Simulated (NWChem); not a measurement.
System: SbF₃; SMILES [F][Sb]([F])[F]

The following NWChem deck was run.

```
start job
memory heap 200 mb stack 900 mb global 1100 mb
geometry units angstroms noautoz
  Sb     0.000000     0.000000     0.284401
  F     -1.050614     1.249765    -0.721157
  F      1.607635     0.284976    -0.721157
  F     -0.557022    -1.534741    -0.721157
end
basis spherical
  * library def2-tzvp
end
ecp
  Sb library def2-ecp
end
dft
  xc xwpbe 1.00 cpbe96 1.0 hfexch 1.00
  cam 0.4 cam_alpha 0.0 cam_beta 1.0
  iterations 150
  mulliken
end
task dft energy
```

Output (shortened):

```
             Northwest Computational Chemistry Package (NWChem) 7.3.0
             --------------------------------------------------------

 C3  symmetry detected

                             Geometry "geometry" -> ""
                             -------------------------

 Output coordinates in angstroms (scale by  1.889725989 to convert to a.u.)

  No.       Tag          Charge          X              Y              Z
 ---- ---------------- ---------- -------------- -------------- --------------
    1 Sb                  51.0000     0.00000000     0.00000000     0.34807777
    2 F                    9.0000    -1.61855682     0.21442080    -0.65748023
    3 F                    9.0000     0.99497227     1.29450093    -0.65748023
    4 F                    9.0000     0.62358455    -1.50892172    -0.65748023

 Effective nuclear repulsion energy (a.u.)     425.4835680349

      Symmetry information
      --------------------

 Group name             C3
 Group number              5
 Group order               3
 No. of unique centers     2

 Summary of "ao basis" -> "ao basis" (spherical)
 ------------------------------------------------------------------------------
       Tag                 Description            Shells   Functions and Types
 ---------------- ------------------------------  ------  ---------------------
 Sb                        def2-tzvp                16       50   6s5p3d2f
 F                         def2-tzvp                11       31   5s3p2d1f

      Symmetry analysis of basis
      --------------------------

        a          51
        e+         46
        e-         46

  Rotation of axis

            General Information
            -------------------
          SCF calculation type: DFT
          Wavefunction type:  closed shell.
          No. of atoms     :     4
          No. of electrons :    50
           Alpha electrons :    25
            Beta electrons :    25
          Charge           :     0
          Spin multiplicity:     1
          Use of symmetry is: on ; symmetry adaption is: on
          Maximum number of iterations: 150
          AO basis - number of functions:   143
                     number of shells:    49
          Convergence on energy requested:  1.00D-06
          Convergence on density requested:  1.00D-05
          Convergence on gradient requested:  5.00D-04

              XC Information
              --------------
                     Hartree-Fock (Exact) Exchange  1.000
                     LC-wPBE(h)Exchange Functional  1.000
            Perdew 1991 LDA Correlation Functional  1.000 local
           PerdewBurkeErnz. Correlation Functional  1.000 non-local

           Range-Separation Parameters
           ---------------------------
           Alpha           :  0.00
           Beta            :  1.00
           Gamma           :  0.40
           Short-Range HF  :     F

             Grid Information
             ----------------
          Grid used for XC integration:  medium
          Radial quadrature: Mura-Knowles
          Angular quadrature: Lebedev.
          Tag              B.-S. Rad. Rad. Pts. Rad. Cut. Ang. Pts.
          ---              ---------- --------- --------- ---------
          Sb                  1.45      123           7.0       590
          F                   0.50       49           8.0       434
          Grid pruning is: on
          Number of quadrature shells:   172
          Spatial weights used:  Erf1

      Superposition of Atomic Density Guess
      -------------------------------------

 Sum of atomic energies:        -575.88788364

      Non-variational initial energy
      ------------------------------

 Total energy =    -537.430258
 1-e energy   =   -1269.836483
 2-e energy   =     515.556636
 HOMO         =      -0.377721
 LUMO         =      -0.009580

      Symmetry analysis of molecular orbitals - initial
      -------------------------------------------------

  Numbering of irreducible representations:

     1 a           2 e+          3 e-

  Orbital symmetries:

     1 a           2 e+          3 e+          4 a           5 e+
     6 e+          7 a           8 a           9 e+         10 e+
    11 e+         12 e+         13 a          14 e+         15 e+
    16 a          17 e+         18 e+         19 a          20 e+
    21 e+         22 e+         23 e+         24 a          25 a
    26 e+         27 e+         28 a          29 a          30 e+
    31 e+         32 a          33 a          34 e+         35 e+

     ---------------------------------------------
      Total Density - Mulliken Population Analysis
     ---------------------------------------------

    Atom       Charge   Shell Charges
 -----------   ------   -------------------------------------------------------
    1 Sb  23    21.01   0.16 -0.66  1.57  0.93  1.04  0.90 -0.45  6.41  0.43  0.37  0.09  9.05  0.99  0.11  0.08  0.01
    2 F    9     9.66   0.77  1.20  0.62  1.02  0.33  2.38  2.37  0.97  0.00  0.00  0.00
    3 F    9     9.66   0.77  1.20  0.62  1.02  0.33  2.38  2.37  0.97  0.00  0.00  0.00
    4 F    9     9.66   0.77  1.20  0.62  1.02  0.33  2.38  2.37  0.97  0.00  0.00  0.00

   convergence    iter        energy       DeltaE   RMS-Dens  Diis-err
 ---------------- ----- ----------------- --------- --------- ---------
 d= 0,ls=0.0,diis     1   -539.6901117007 -7.57D+02  1.09D-02  1.81D+00
 d= 0,ls=0.0,diis     2   -539.6841921510  5.92D-03  3.74D-03  2.66D+00
 d= 0,ls=0.0,diis     3   -539.8689460712 -1.85D-01  5.61D-04  9.54D-03
 d= 0,ls=0.0,diis     4   -539.8696862310 -7.40D-04  1.87D-04  5.15D-04
 d= 0,ls=0.0,diis     5   -539.8697371641 -5.09D-05  7.90D-05  2.77D-05
  Resetting Diis
 d= 0,ls=0.0,diis     6   -539.8697442264 -7.06D-06  3.04D-05  4.55D-06
 d= 0,ls=0.0,diis     7   -539.8697453138 -1.09D-06  5.40D-06  1.59D-07
 d= 0,ls=0.0,diis     8   -539.8697453754 -6.15D-08  1.95D-06  3.00D-08

         Total DFT energy =     -539.869745375360
      One electron energy =    -1270.599406055163
           Coulomb energy =      564.587185959714
    Exchange-Corr. energy =      -50.707114063605
 Nuclear repulsion energy =      216.849588783693

 Numeric. integr. density =       49.999985294100

                  Occupations of the irreducible representations
                  ----------------------------------------------

                     irrep           alpha         beta
                     --------     --------     --------
                     a                 9.0          9.0
                     e+               16.0         16.0
                     e-                0.0          0.0

                       DFT Final Molecular Orbital Analysis
                       ------------------------------------

 Vector   23  Occ=2.000000D+00  E=-5.326434D-01  Symmetry=e+
              MO Center= -2.4D-01,  4.6D-01, -6.2D-01, r^2= 2.9D+00
   Bfn.  Coefficient  Atom+Function         Bfn.  Coefficient  Atom+Function
  ----- ------------  ---------------      ----- ------------  ---------------
    56      0.284321  2 F  px                87      0.232870  3 F  px
    59      0.231016  2 F  px                90      0.189567  3 F  px
    58     -0.185689  2 F  pz                89      0.176304  3 F  pz
   118      0.163146  4 F  px                62      0.157286  2 F  px
    88      0.151973  3 F  py                61     -0.150416  2 F  pz

 Vector   24  Occ=2.000000D+00  E=-5.285010D-01  Symmetry=a
              MO Center=  2.3D-13, -1.2D-14, -6.4D-01, r^2= 3.1D+00
   Bfn.  Coefficient  Atom+Function         Bfn.  Coefficient  Atom+Function
  ----- ------------  ---------------      ----- ------------  ---------------
    57      0.291033  2 F  py               118     -0.271319  4 F  px
    60      0.235613  2 F  py                87      0.232764  3 F  px
   121     -0.219654  4 F  px                90      0.188441  3 F  px
    88     -0.178905  3 F  py                63      0.169888  2 F  py
   124     -0.158380  4 F  px                91     -0.144838  3 F  py

 Vector   25  Occ=2.000000D+00  E=-4.582273D-01  Symmetry=a
              MO Center= -3.0D-15,  1.8D-14,  2.5D-01, r^2= 3.0D+00
   Bfn.  Coefficient  Atom+Function         Bfn.  Coefficient  Atom+Function
  ----- ------------  ---------------      ----- ------------  ---------------
     5      0.423144  1 Sb s                  6      0.422346  1 Sb s
     3     -0.301312  1 Sb s                  2      0.266069  1 Sb s
    12     -0.238466  1 Sb pz                15      0.238674  1 Sb pz
    18      0.219577  1 Sb pz                58     -0.195470  2 F  pz
    89     -0.195470  3 F  pz               120     -0.195470  4 F  pz

 Vector   26  Occ=0.000000D+00  E= 1.264006D-02  Symmetry=e+
              MO Center=  5.3D-02, -1.0D-01,  6.4D-01, r^2= 3.8D+00
   Bfn.  Coefficient  Atom+Function         Bfn.  Coefficient  Atom+Function
  ----- ------------  ---------------      ----- ------------  ---------------
    19      0.575566  1 Sb px                13      0.327630  1 Sb px
    10     -0.303452  1 Sb px                16      0.266530  1 Sb px
    35     -0.212123  1 Sb d  1              20      0.205570  1 Sb py
    14      0.117017  1 Sb py                58      0.112036  2 F  pz
    11     -0.108381  1 Sb py                55      0.106032  2 F  s

 Vector   27  Occ=0.000000D+00  E= 1.264006D-02  Symmetry=e+
              MO Center= -5.3D-02,  1.0D-01,  6.4D-01, r^2= 3.8D+00
   Bfn.  Coefficient  Atom+Function         Bfn.  Coefficient  Atom+Function
  ----- ------------  ---------------      ----- ------------  ---------------
    20      0.575566  1 Sb py                14      0.327630  1 Sb py
    11     -0.303452  1 Sb py                17      0.266530  1 Sb py
    33      0.212123  1 Sb d -1              19     -0.205570  1 Sb px
   120      0.125817  4 F  pz               117      0.119074  4 F  s
    13     -0.117017  1 Sb px                10      0.108381  1 Sb px

[...]
```

Level: LC-wPBE (HJS exchange hole, range parameter 0.4 per bohr)/def2-TZVP with def2 effective core potentials on Sb. Geometry: optimised at PBE0/def2-SVP. def2 effective core potentials on Sb; no spin-orbit coupling.
